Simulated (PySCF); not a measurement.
CH₅S (SMILES C[SH2+]), charge +1, singlet, at a GFN2-xTB geometry; CCSD(T)/cc-pVDZ in PySCF.

Input for PySCF:
```python
from pyscf import gto, scf, cc

mol = gto.M(
    atom='''
C    -0.037477    1.185303   -0.115257
S    -0.020954   -0.617729    0.151580
H     1.251603   -0.853955   -0.249962
H    -1.068270    1.523544   -0.034385
H     0.546279    1.644049    0.679892
H     0.372452    1.446031   -1.085848
H    -0.541943   -0.987819   -1.043428
''',
    basis='cc-pvdz',
    charge=1,
    spin=0,
    verbose=4,
)

mf = scf.RHF(mol)
mf.kernel()

mycc = cc.CCSD(mf, frozen=6)
mycc.kernel()
et = mycc.ccsd_t()
print('E(CCSD(T)) = %.10f' % (mycc.e_tot + et))
```

What the program printed (banner, timings and long lists left out):

```
PySCF version 2.14.0

[INPUT] verbose = 4
[INPUT] num. atoms = 7
[INPUT] num. electrons = 26
[INPUT] charge = 1
[INPUT] spin (= nelec alpha-beta = 2S) = 0
[INPUT] symmetry False subgroup None
[INPUT] Mole.unit = angstrom
[INPUT] Symbol           X                Y                Z      unit          X                Y                Z       unit  Magmom
[INPUT]  1 C     -0.037477000000   1.185303000000  -0.115257000000 AA   -0.070821265970   2.239898044625  -0.217804163939 Bohr   0.0
[INPUT]  2 S     -0.020954000000  -0.617729000000   0.151580000000 AA   -0.039597321214  -1.167338629201   0.286444685962 Bohr   0.0
[INPUT]  3 H      1.251603000000  -0.853955000000  -0.249962000000 AA    2.365186886684  -1.613741072703  -0.472359721549 Bohr   0.0
[INPUT]  4 H     -1.068270000000   1.523544000000  -0.034385000000 AA   -2.018737727089   2.879080898724  -0.064978232793 Bohr   0.0
[INPUT]  5 H      0.546279000000   1.644049000000   0.679892000000 AA    1.032317697601   3.106802345365   1.284809674283 Bohr   0.0
[INPUT]  6 H      0.372452000000   1.446031000000  -1.085848000000 AA    0.703832274547   2.732602557631  -2.051955332907 Bohr   0.0
[INPUT]  7 H     -0.541943000000  -0.987819000000  -1.043428000000 AA   -1.024123845125  -1.866707370642  -1.971793150703 Bohr   0.0

nuclear repulsion = 64.5816970881665
number of shells = 25
number of NR pGTOs = 102
number of NR cGTOs = 57
basis = cc-pvdz
ecp = {}

******** <class 'pyscf.scf.hf.RHF'> ********
method = RHF
initial guess = minao
damping factor = 0
level_shift factor = 0
DIIS = <class 'pyscf.scf.diis.CDIIS'>
diis_start_cycle = 1
diis_space = 8
diis_damp = 0
SCF conv_tol = 1e-09
SCF conv_tol_grad = None
SCF max_cycles = 50
direct_scf = True
direct_scf_tol = 1e-13
Set gradient conv threshold to 3.16228e-05
Initial guess from minao.
init E= -438.407067428491
  HOMO = -0.374191446052304  LUMO = 0.065222781915836  gap/eV = 11.95707
cycle= 1 E= -437.971987312251  delta_E= 0.435  |g|= 0.384  |ddm|= 2.02
  HOMO = -0.766263549109401  LUMO = -0.133220717394417  gap/eV = 17.22597
cycle= 2 E= -438.02478598551  delta_E= -0.0528  |g|= 0.127  |ddm|= 0.472
  HOMO = -0.718623496902647  LUMO = -0.0910891342802165  gap/eV = 17.07608
cycle= 3 E= -438.029304439185  delta_E= -0.00452  |g|= 0.031  |ddm|= 0.109
  HOMO = -0.720190279625331  LUMO = -0.0871256657105111  gap/eV = 17.22657
cycle= 4 E= -438.029753934552  delta_E= -0.000449  |g|= 0.00805  |ddm|= 0.0385
  HOMO = -0.721298184817596  LUMO = -0.0877627229182321  gap/eV = 17.23938
cycle= 5 E= -438.029781703695  delta_E= -2.78e-05  |g|= 0.00186  |ddm|= 0.00901
  HOMO = -0.721347417769325  LUMO = -0.0877210059766727  gap/eV = 17.24185
cycle= 6 E= -438.029783847187  delta_E= -2.14e-06  |g|= 0.000388  |ddm|= 0.00303
  HOMO = -0.721450843922169  LUMO = -0.0877345857431715  gap/eV = 17.24430
cycle= 7 E= -438.029783938424  delta_E= -9.12e-08  |g|= 8.1e-05  |ddm|= 0.000732
  HOMO = -0.721443664431749  LUMO = -0.0877310316002564  gap/eV = 17.24420
cycle= 8 E= -438.029783942778  delta_E= -4.35e-09  |g|= 1.76e-05  |ddm|= 0.000162
  HOMO = -0.721445472736133  LUMO = -0.0877314152044208  gap/eV = 17.24424
cycle= 9 E= -438.029783943023  delta_E= -2.45e-10  |g|= 4.63e-06  |ddm|= 3.79e-05
  HOMO = -0.721445095031765  LUMO = -0.0877312342812795  gap/eV = 17.24423
Extra cycle  E= -438.029783943038  delta_E= -1.49e-11  |g|= 2.09e-06  |ddm|= 8.47e-06
converged SCF energy = -438.029783943038

******** <class 'pyscf.cc.ccsd.CCSD'> ********
CC2 = 0
CCSD nocc = 7, nmo = 51
frozen orbitals 6
max_cycle = 50
direct = 0
conv_tol = 1e-07
conv_tol_normt = 1e-05
diis_space = 6
diis_start_cycle = 0
diis_start_energy_diff = 1e+09
Init t2, MP2 energy = -438.315176361589  E_corr(MP2) -0.285392418551615
Init E_corr(CCSD) = -0.28539241855406
cycle = 1  E_corr(CCSD) = -0.313586232073779  dE = -0.0281938135  norm(t1,t2) = 0.0428561
cycle = 2  E_corr(CCSD) = -0.321251137453187  dE = -0.00766490538  norm(t1,t2) = 0.0142434
cycle = 3  E_corr(CCSD) = -0.324438872272702  dE = -0.00318773482  norm(t1,t2) = 0.00577938
cycle = 4  E_corr(CCSD) = -0.324612409584894  dE = -0.000173537312  norm(t1,t2) = 0.00110161
cycle = 5  E_corr(CCSD) = -0.324541720485529  dE = 7.06890994e-05  norm(t1,t2) = 0.000435627
cycle = 6  E_corr(CCSD) = -0.324544635254549  dE = -2.91476902e-06  norm(t1,t2) = 0.000116907
cycle = 7  E_corr(CCSD) = -0.324546719014835  dE = -2.08376029e-06  norm(t1,t2) = 3.30381e-05
cycle = 8  E_corr(CCSD) = -0.32454628951429  dE = 4.29500545e-07  norm(t1,t2) = 9.91659e-06
cycle = 9  E_corr(CCSD) = -0.324545973571305  dE = 3.15942986e-07  norm(t1,t2) = 3.36517e-06
cycle = 10  E_corr(CCSD) = -0.324545884329349  dE = 8.92419555e-08  norm(t1,t2) = 8.02683e-07
CCSD converged
E(CCSD) = -438.3543298273669  E_corr = -0.3245458843293492
CCSD(T) correction = -0.00845745955434257
E(CCSD(T)) = -438.3627872869
```
